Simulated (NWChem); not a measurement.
# C2H6GeO, singlet; SMILES C[O][Ge][CH3]

```xyz
10

Ge     0.4310    -0.6740    -0.0001
C     -1.5705    -0.8225     0.0000
H     -1.8595    -1.8850    -0.0052
H     -2.0169    -0.3400    -0.8868
H     -2.0138    -0.3503     0.8939
O      0.6249     1.1038     0.0003
C     -0.3028     2.1463    -0.0002
H     -1.3525     1.8030     0.0104
H     -0.1466     2.7898     0.8836
H     -0.1607     2.7776    -0.8950
```
Atoms are numbered in this order, from 1.

Computed with NWChem. Pople sets run with spherical d functions. Low-valent species are run as closed-shell singlets; no triplet was tried in these runs. Structure relaxed at the PBE0/def2-SVP level. Level B3LYP/6-31G*: single points from the atomic guess with DIIS by default; each run changes one setting, and all converged runs end within 0.3 mHa of each other. cgmin counts macro-iterations, each dearer than a DIIS step. NWChem's automatic level shift, which a small gap switches on, acted in some of these runs.

Problem. Which setting needs the most SCF iterations, or fails (level shift of 0.5 Ha throughout; core-Hamiltonian guess; defaults; quadratically convergent solver (cgmin); no DIIS, 40 % damping; DIIS on 20 Fock matrices)?

Solution. no DIIS, 40 % damping, with 109 against 9 for the defaults.
```tsv
setting	SCF iterations
defaults	9
core-Hamiltonian guess	29
DIIS on 20 Fock matrices	8
no DIIS, 40 % damping	109
level shift of 0.5 Ha throughout	16
quadratically convergent solver (cgmin)	5
```
